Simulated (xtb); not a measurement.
xtb input:

```bash
xtb mol.xyz --gfn 2 --sp --chrg -1 --uhf 0
```
mol.xyz:
```
3

Ge    -0.10821585     0.27256027    -0.13785400
O     -1.22851902    -0.99397578    -0.04157921
F      1.47678438    -0.08556918     0.52710684
```

Question: Which total energy does the run end on?

Answer: -11.02706 Eh (GFN2-xTB).

This state (charge -1, singlet) is run at the relaxed geometry of the species with charge 0 and multiplicity 2.
